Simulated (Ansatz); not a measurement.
`C[S][SnH2][Cl]` + `N=C=O` → `O=C=[N][SnH2][Cl]` + CH₃SH at 400 K and 1 bar (ligand exchange at the Sn–S bond).

Program: Ansatz. Geometries: PBE0-D4/def2-TZVP. ΔE: electronic, gas phase. CCSD(T)/CBS is the MP2 limit (def2-TZVPP, def2-QZVPP) plus CCSD(T) − MP2 in def2-TZVPP, frozen cores. This one scheme is used for every species. Elements past krypton have def2 core potentials. For Sn outer-core shells are correlated without core-valence functions, which leaves a few kJ/mol of doubt a bond. Each species was taken in one conformer, which may not be the lowest.

| species | CCSD(T)/CBS energy (Eh) | H − E (kJ/mol) | S (J/(mol·K)) |
| --- | --- | --- | --- |
| `C[S][SnH2][Cl]` | -1112.69775 | 175.1 | 405.4 |
| `N=C=O` | -168.51995 | 72.4 | 252.4 |
| `O=C=[N][SnH2][Cl]` | -842.98343 | 105.3 | 403.7 |
| CH₃SH | -438.22835 | 138.7 | 269.4 |

H − E and S are ideal-gas, rigid-rotor, harmonic terms from PBE0-D4/def2-TZVP, for one conformer and one mirror image of each species. 1 Eh = 2625.50 kJ/mol, R = 8.31446 J/(mol·K).

Q: By hand: ΔE, ΔH, ΔS and ΔG.

A: ΔE = (-842.98343) + (-438.22835) − (-1112.69775) − (-168.51995) = 0.00592 Eh = 15.5 kJ/mol. Δ(H − E) = 105.3 + 138.7 − 175.1 − 72.4 = -3.5, so ΔH = 12.0 kJ/mol. ΔS = 403.7 + 269.4 − 405.4 − 252.4 = 15.3 J/(mol·K). ΔG = 12.0 − 400 × (15.3)/1000 = 5.9 kJ/mol.

Q: By hand: the equilibrium constant, and the temperature at which ΔG would vanish if ΔH and ΔS stayed fixed.

A: log₁₀ K = −ΔG/(RT ln 10) = -0.8. ΔG = 0 at ΔH/ΔS = 784 K, though so small a ΔS makes that figure unsure.

TΔS isn't small against ΔH here. The sign of ΔG lies within the doubt. A doubt of 5 kJ/mol in ΔE shifts log₁₀ K by 0.7 here. Other conformers and mirror images would add mixing entropy, several J/(mol·K) or more a flexible species. Modes under 60 cm⁻¹, often nearly free rotors, make the harmonic entropy too high. These are equilibria of isolated gas molecules and say nothing of rates. Largest T1 diagnostic: 0.018 (customary marks: 0.02 for closed shells, 0.045 for open ones).
